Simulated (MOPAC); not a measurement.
Job for MOPAC: PM7 on BiH3Te2 (SMILES [TeH][BiH][TeH]), a point of a torsion scan.

```
PM7 1SCF PRECISE CHARGE=0 THREADS=1
BiH3Te2

Te    -1.41624075 1    -1.26311441 1     0.04468372 1
Bi     0.31205146 1     0.83995701 1     0.79581194 1
Te    -0.25512551 1     2.51297090 1    -1.38034889 1
H     -1.93537414 1    -0.49789475 1    -1.31977491 1
H     -1.00500683 1     1.67135786 1     1.69856407 1
H      1.24322586 1     2.25519746 1    -2.04253526 1
```

Program output:

```
*******************************************************************************
 **                                                                           **
 **                              MOPAC v23.2.5                                **
 **                                                                           **
 *******************************************************************************
 ** MOPAC's Digital Object Identifier: https://doi.org/10.5281/zenodo.6511958 **
 **                                                                           **
 ** Please cite the open-source release paper for use of this MOPAC version:  **
 ** J. E. Moussa and J. J. P. Stewart (2026)                                  **
 ** MOPAC: An open-source semiempirical molecular orbital program             **
 ** J. Open Source Softw., 11(119), 8025, https://doi.org/10.21105/joss.08025 **
 *******************************************************************************

                              PM7 CALCULATION RESULTS

 *******************************************************************************
 *  PM7        - The PM7 Hamiltonian to be used
 *
 *
 *
 *                 CHARGE ON SYSTEM = 0
 *
 *
 *
 *  PRECISE    - TIGHTER CRITERIA TO BE USED
 *  1SCF       - DO 1 SCF AND THEN STOP
 *  THREADS=1  - MULTI-THREADING NOT USED
 *  T=         - A TIME OF 172800.0 SECONDS REQUESTED
 *  DUMP=N     - RESTART FILE WRITTEN EVERY 7200.0 SECONDS REQUESTED
 *******************************************************************************
PM7 1SCF PRECISE CHARGE=0 THREADS=1
 BiH3Te2

   ATOM   CHEMICAL          X               Y               Z
  NUMBER   SYMBOL      (ANGSTROMS)     (ANGSTROMS)     (ANGSTROMS)

     1      Te         -1.41624075  *  -1.26311441  *   0.04468372  *
     2      Bi          0.31205146  *   0.83995701  *   0.79581194  *
     3      Te         -0.25512551  *   2.51297090  *  -1.38034889  *
     4       H         -1.93537414  *  -0.49789475  *  -1.31977491  *
     5       H         -1.00500683  *   1.67135786  *   1.69856407  *
     6       H          1.24322586  *   2.25519746  *  -2.04253526  *



          CARTESIAN COORDINATES

    NO.       ATOM           X           Y           Z

     1        Te         -1.4162     -1.2631      0.0447
     2        Bi          0.3121      0.8400      0.7958
     3        Te         -0.2551      2.5130     -1.3803
     4         H         -1.9354     -0.4979     -1.3198
     5         H         -1.0050      1.6714      1.6986
     6         H          1.2432      2.2552     -2.0425

 General Reference for PM7:
 "Optimization of Parameters for Semiempirical Methods VI: More Modifications to the
 NDDO Approximations and Re-optimization of Parameters", J. J. P. Stewart, J. Mol. Mod., 1:32, 19 (2013)
 https://link.springer.com/article/10.1007/s00894-012-1667-x

           Empirical Formula: H3 Te2 Bi  =     6 atoms



      MOLECULAR POINT GROUP   :   C1


      RHF CALCULATION, NO. OF DOUBLY OCCUPIED LEVELS = 10


 -------------------------------------------------------------------------------
 PM7 1SCF PRECISE CHARGE=0 THREADS=1
 BiH3Te2



     1SCF WAS SPECIFIED, SO BFGS WAS NOT USED
     SCF FIELD WAS ACHIEVED


                              PM7 CALCULATION
                                                       MOPAC v23.2.5 Linux




          FINAL HEAT OF FORMATION =        -45.31058 KCAL/MOL =    -189.57945 KJ/MOL


          COSMO AREA              =        159.95 SQUARE ANGSTROMS
          COSMO VOLUME            =        167.05 CUBIC ANGSTROMS

          IONIZATION POTENTIAL    =          7.421872 EV
          HOMO LUMO ENERGIES (EV) =         -7.422  0.464
          NO. OF FILLED LEVELS    =         10
          MOLECULAR WEIGHT        =        467.2041         POINT GROUP:  C1

          MOLECULAR DIMENSIONS (Angstroms)

            Atom       Atom       Distance
            H     6   Te     1     4.87932
            H     5    H     4     3.75140
           Te     3   Bi     2     1.67723


          SCF CALCULATIONS        =          1





   ATOM   CHEMICAL          X               Y               Z
  NUMBER   SYMBOL      (ANGSTROMS)     (ANGSTROMS)     (ANGSTROMS)

     1      Te         -1.41624075  *  -1.26311441  *   0.04468372  *
     2      Bi          0.31205146  *   0.83995701  *   0.79581194  *
     3      Te         -0.25512551  *   2.51297090  *  -1.38034889  *
     4       H         -1.93537414  *  -0.49789475  *  -1.31977491  *
     5       H         -1.00500683  *   1.67135786  *   1.69856407  *
     6       H          1.24322586  *   2.25519746  *  -2.04253526  *

                             CARTESIAN COORDINATES

   1   Te       -1.416240750    -1.263114410     0.044683720
   2   Bi        0.312051460     0.839957010     0.795811940
   3   Te       -0.255125510     2.512970900    -1.380348890
   4    H       -1.935374140    -0.497894750    -1.319774910
   5    H       -1.005006830     1.671357860     1.698564070
   6    H        1.243225860     2.255197460    -2.042535260


           Empirical Formula: H3 Te2 Bi  =     6 atoms



      MOLECULAR POINT GROUP   :   C1


                  EIGENVALUES
 -46.74600 -46.31327 -24.44744 -12.50144 -11.71126 -11.19376  -8.77630  -8.66585
  -7.60212  -7.42187   0.46440   0.77320   1.31620   4.86392   5.26725  47.48867
  47.53066  47.56580  47.87846  47.92251


              NET ATOMIC CHARGES AND DIPOLE CONTRIBUTIONS

  ATOM NO.   TYPE          CHARGE      No. of ELECS.   s-Pop       p-Pop       d-Pop
    1         Te          -0.432589        6.4326     1.82006     4.61253
    2         Bi           0.362727        4.6373     1.97053     2.64945     0.01729
    3         Te          -0.452204        6.4522     1.81794     4.63427
    4          H           0.211189        0.7888     0.78881
    5          H           0.121173        0.8788     0.87883
    6          H           0.189703        0.8103     0.81030
 DIPOLE           X         Y         Z       TOTAL
 POINT-CHG.     2.625     1.152     2.081     3.542
 HYBRID         1.875     0.366    -0.264     1.928
 SUM            4.500     1.518     1.816     5.084


          ATOMIC ORBITAL ELECTRON POPULATIONS

     Atom    s        px        py        pz      x^2-y^2     xz        z^2       yz        xy
    1 Te   1.82006   1.60179   1.63278   1.37796
    2 Bi   1.97053   1.00549   0.78456   0.85940   0.00128   0.00319   0.00197   0.00534   0.00551
    3 Te   1.81794   1.46414   1.77735   1.39278
    4  H   0.78881
    5  H   0.87883
    6  H   0.81030

 **********************
 *                    *
 * JOB ENDED NORMALLY *
 *                    *
 **********************




 == MOPAC DONE ==
```

The run finished.

Cost: about 0.04 core-seconds (a rough figure).
